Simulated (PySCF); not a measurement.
F2GaH2N, SMILES [F][Ga]([NH2])[F].

The structure is a stationary point at r2SCAN-D4/def2-SVP. Other conformers were not sampled.

Method: TDA-CAM-B3LYP/def2-SVPD in PySCF 2.14.0.

Vertical excitations. Isolated molecule, no solvent. State labels are in the subgroup Cs.

Give excitation energies, oscillator strengths and character. (An estimate is asked for; the answer gives what the named calculation found.)


| state | symmetry | energy (eV) | λ (nm) | f | main pairs |
|---|---|---|---|---|---|
| S1 | A' | 5.78 | 215 | 0.049 | HOMO→LUMO 95 % |
| S2 | A' | 7.56 | 164 | 0.045 | HOMO→LUMO+1 81 %, HOMO−1→LUMO 13 % |
| S3 | A' | 7.84 | 158 | 0.020 | HOMO→LUMO+2 93 % |
| S4 | A" | 8.25 | 150 | 0.026 | HOMO−2→LUMO 82 % |
| S5 | A" | 8.32 | 149 | 0.003 | HOMO−3→LUMO 78 % |
| S6 | A' | 8.43 | 147 | 0.230 | HOMO−1→LUMO 73 % |
| S7 | A" | 8.57 | 145 | 0.002 | HOMO→LUMO+3 87 % |
| S8 | A" | 8.97 | 138 | 0.000 | HOMO→LUMO+5 77 %, HOMO→LUMO+10 18 % |
| S9 | A' | 8.98 | 138 | 0.102 | HOMO−4→LUMO 88 % |
| S10 | A' | 9.34 | 133 | 0.006 | HOMO−1→LUMO+1 93 % |
| T1 | A' | 5.18 | 239 | 0 | HOMO→LUMO 92 % |
| T2 | A' | 6.35 | 195 | 0 | HOMO→LUMO+1 95 % |
| T3 | A' | 7.57 | 164 | 0 | HOMO→LUMO+2 86 % |
| T4 | A' | 7.68 | 161 | 0 | HOMO−1→LUMO 82 % |
Triplets are in the Tamm–Dancoff approximation.
